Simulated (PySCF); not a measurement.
Computed shifts of a molecule CH6AlNO, PySCF with B3LYP/pcSseg-1, GIAO, gas phase, equivalent atoms averaged, in ppm (number of nuclei): ¹³C: -17.7 (1). ¹H: 1.67 (1), 0.74 (1), 0.57 (1), -0.20 (3). ¹⁵N: 25.7 (1). References: ¹³C against TMS (σ = 181.3 ppm); ¹H against TMS (σ = 31.68 ppm); ¹⁷O against H2O (σ = 333.8 ppm); ¹⁵N against NH3 (σ = 265.5 ppm), references at their B3LYP-D3(BJ)/def2-TZVP geometries, non-relativistic. The structure is a stationary point at B3LYP-D3(BJ)/def2-SVP. The values are those of a single conformer.

**Question.** Identify the compound among the candidates.
(A) C[O][AlH][NH2]
(B) C[NH][AlH][OH]
(C) [CH3][Al]([NH2])[OH]

**Answer.** C, [CH3][Al]([NH2])[OH]
